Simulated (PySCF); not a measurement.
# A search over the determinants of BeSi

Unrestricted PBE0; Be def2-SVPD, Si def2-SVPD; no relativity (PySCF 2.14). Outer shells of the fragments: Be 2s2; Si 3s2 3p2.

Followed along the bond (rough minima from three points):

```
2Ms+1  unpaired  ⟨S²⟩ at the start  R at minimum (Å)  Te (eV)
    3      π ↑↑               2.06              2.13     0.00
    1      π ↑↓               1.05              2.12     0.24
    3  σ ↑, π ↑               2.00              2.29     0.51
    1  σ ↓, π ↑               1.01              2.29     0.58
    1      none               0.02              2.12     0.98
```

Solutions found at the starting distance of 2.075 Å, counted from the lowest of them; the search is not exhaustive and high or unbound solutions are not listed, so other states can lie among these:

| 2Ms+1 | unpaired | term | E (eV) | ⟨S²⟩ | ⟨Lz²⟩ | μ (D) |
| --- | --- | --- | --- | --- | --- | --- |
| 3 | π ↑↑ | ³Σ⁻ | 0.00 | 2.06 | 0.00 | -2.30 |
| 1 | π ↑↓ | mixed | 0.23 | 1.05 | 2.02 | -2.21 |
| 3 | σ ↑, π ↑ | ³Π | 0.68 | 2.00 | 1.01 | 0.45 |
| 1 | σ ↓, π ↑ | mixed | 0.76 | 1.01 | 1.01 | 0.40 |
| 1 | none | mixed | 0.97 | 0.02 | 2.00 | -2.14 |
| 3 | σ ↑, π ↑ | ³Π | 1.89 | 2.02 | 1.03 | -2.26 |

A term symbol is given only where ⟨S²⟩ and ⟨Lz²⟩ are close to those of a pure state; real π, δ and φ orbitals otherwise mix terms. A positive dipole means Be(−)Si(+).
